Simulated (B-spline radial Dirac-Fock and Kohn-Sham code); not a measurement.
The computed values come from a B-spline atomic structure program: multi-electron Dirac-Fock with separately optimised hole states, Breit and Lamb-shift corrections added in first order. Free neutral atoms.

Problem. Order these X-ray lines by photon energy, lowest first.
A. Ce Lβ4
B. Co Kβ3
C. Ba Lγ5
D. Ta Lα1
E. Pt Lβ1
F. Tb Lℓ

Solution. A (5278.9 eV), C (5361.3 eV), F (5547.5 eV), B (7644.8 eV), D (8145.7 eV), E (11070.2 eV).
